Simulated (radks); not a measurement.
Task: The molybdenum ion Mo3+, configuration [Kr] 4d1 4f2 (not the ground configuration). All-electron calculation, scalar-relativistic Kohn-Sham, r2SCAN, spin-unpolarised, spherical densities, finite nucleus; meta-GGA in the generalised Kohn-Sham scheme; Fermi nuclear charge, rms radius 4.4091 fm. Program: a radial shooting solver on a logarithmic mesh with Libxc functionals. Some entries of the table are withheld. Estimate them.

orbital,occ.,eigenvalue (eV),r(max) (bohr)
1s,2,-19914.22,0.02287
2s,2,-2866.794,0.1295
2p,6,-2565.497,0.1036
3s,2,-532.8870,0.3828
3p,6,(1),0.3767
3d,10,-271.5272,0.3232
4s,2,-110.5719,(2)
4p,6,-82.8566,1.053
4d,1,-42.4286,1.250
5s,0,-31.2161,2.382
5p,0,(3),2.724
5d,0,(4),(5)
4f,2,-13.3873,2.870
5f,0,(6),6.648

Result: 
(1) 3p eigenvalue (eV): -433.1621
(2) 4s r(max) (bohr): 0.9802
(3) 5p eigenvalue (eV): -24.5780
(4) 5d eigenvalue (eV): -15.7043
(5) 5d r(max) (bohr): 3.637
(6) 5f eigenvalue (eV): -7.4585
